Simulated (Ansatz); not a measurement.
A search over several starts for the lowest SCF solution of mer-[FeF3(NH3)3]- (FeN3F3H9⁻) at the given spin, in a small basis.

```yaml
crystal:
  periodic: [false, false, false]
  atoms:
    - {symbol: Fe, position_ang: [0.925363, 0.240169, -0.206013]}
    - {symbol: F, position_ang: [-0.879426, 1.085493, 0.289288]}
    - {symbol: F, position_ang: [1.267243, 0.077570, -2.129336]}
    - {symbol: F, position_ang: [2.112621, -0.136898, 1.307535]}
    - {symbol: N, position_ang: [-2.591120, -1.004230, 0.558223]}
    - {symbol: H, position_ang: [-2.998631, -0.994523, 1.490827]}
    - {symbol: H, position_ang: [-3.359131, -0.898840, -0.101307]}
    - {symbol: H, position_ang: [-1.990468, -0.150677, 0.472940]}
    - {symbol: N, position_ang: [1.577079, 2.140881, -0.247400]}
    - {symbol: H, position_ang: [1.907273, 2.366431, -1.183461]}
    - {symbol: H, position_ang: [2.308831, 2.263971, 0.449381]}
    - {symbol: H, position_ang: [0.745225, 2.680510, -0.009007]}
    - {symbol: N, position_ang: [0.300562, -1.680275, -0.172036]}
    - {symbol: H, position_ang: [0.486515, -2.051971, -1.102462]}
    - {symbol: H, position_ang: [-0.693109, -1.785888, 0.062710]}
    - {symbol: H, position_ang: [0.881164, -2.151714, 0.520117]}
basis:
  gaussian: {orbitals: def2-SVP}
total_charge: -1
magnetization: {spin_polarized: true, initial_magnetization: 2}
hamiltonian: {xc: pbe, dispersion: d4}
output: {orbitals: {seedname: orbitals}}
```

```sh
$ ansatz run in.yaml --threads 4 --pin off --events-out ev --progress --plain --max-ram 8704MiB
```

It prints (some lines left out):

```
Functional definition: PBE
1862 factors; their error is unknown
mean field evaluation 1: about -47111.9290 eV, gradient 5.9e1 eV
mean field evaluation 2: about -47061.6821 eV, gradient 1.2e2 eV
mean field evaluation 4: about -47121.3630 eV, gradient 3.1e1 eV
mean field evaluation 8: about -47124.9269 eV, gradient 1.1e0 eV
mean field evaluation 16: about -47124.8506 eV, gradient 3.9e-2 eV
mean field evaluation 32: about -47124.8514 eV, gradient 3.0e-4 eV
mean field evaluation 64: about -47121.9375 eV, gradient 1.8e1 eV
mean field evaluation 96: about -47123.6447 eV, gradient 6.3e0 eV
mean field evaluation 128: about -47124.7959 eV, gradient 2.1e0 eV
mean field -47124.85139353 eV, -1731.8063463409 hartree, gradient 4.4e-6 eV, S^2 2.050163; 10 other end points of the search recorded, 0 dependent functions left out
reference -47124.85147083 eV, -1731.8063491815 hartree; 43, 41 occupied and 117, 119 virtual orbitals, 1862 factors
Total energy: -47125.17118246 eV, -1731.8180983672 hartree
```

Run time 41 s (4 threads of Arm Neoverse N1 on a shared host).

The highest occupied level of the charge -1 triplet lies above zero (up to 3.55 eV). The electron is either unbound and held by the finite basis, or the level is raised by self-interaction error. The geometry of the charge -1 triplet is only loosely relaxed. In the triplet geometry the species has come apart into loosely held pieces. The name describes the singlet; other states may take another shape. At PBE0-D4/def2-TZVPD a quintet of charge -1 lies 0.74 eV below the triplet, each at its own geometry.
